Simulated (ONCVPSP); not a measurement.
**Reading a pseudo-wave (nickel)**

Columns: radius, all-electron u(r) and pseudo u(r) of the 3s shell (level -112.75 eV) of nickel in the configuration [Ne] 3s2 3p6 3d8 4s1 4p1; PBEsol, scalar-relativistic, ONCV scheme, ONCVPSP 4.0.1.

```
r (bohr)  all-electron  pseudo
   0.072       -0.0210  0.2111
   0.145       -0.6569  0.4184
   0.217       -0.5589  0.6095
   0.290       -0.0766  0.7828
   0.362        0.4467  0.9274
   0.435        0.8680  1.0420
   0.507        1.1355  1.1196
   0.580        1.2688  1.1604
   0.652        1.2967  1.1641
   0.725        1.2534  1.1340
   0.798        1.1664  1.0755
   0.870        1.0580  0.9966
   0.942        0.9413  0.9042
   1.015        0.8236  0.8038
   1.088        0.7124  0.7031
   1.160        0.6118  0.6080
   1.232        0.5216  0.5204
   1.305        0.4411  0.4408
   1.378        0.3712  0.3711
   1.450        0.3118  0.3118
   1.522        0.2611  0.2610
   1.595        0.2174  0.2173
   1.668        0.1805  0.1805
   1.740        0.1500  0.1500
   1.812        0.1244  0.1244
   1.885        0.1028  0.1027
```

(1) How many radial nodes do the two functions have?

(2) At about which radius was the pseudo-wave matched?

(3) Is the pseudo-wave norm-conserving?

## Answers

(1) The all-electron 3s function has n − l − 1 = 2 (the table is too coarse to show those close to the nucleus); the pseudo-wave has 0, since the states of the same l below it are removed with the core.

(2) 1.45 bohr. The columns agree to 0.0005 from 1.30 bohr on; several derivatives are matched, so the curves merge somewhat inside the radius.

(3) Yes: the ONCV scheme keeps the norm inside the radius equal to the all-electron one, which fixes the energy derivative of the logarithmic derivative at the level.
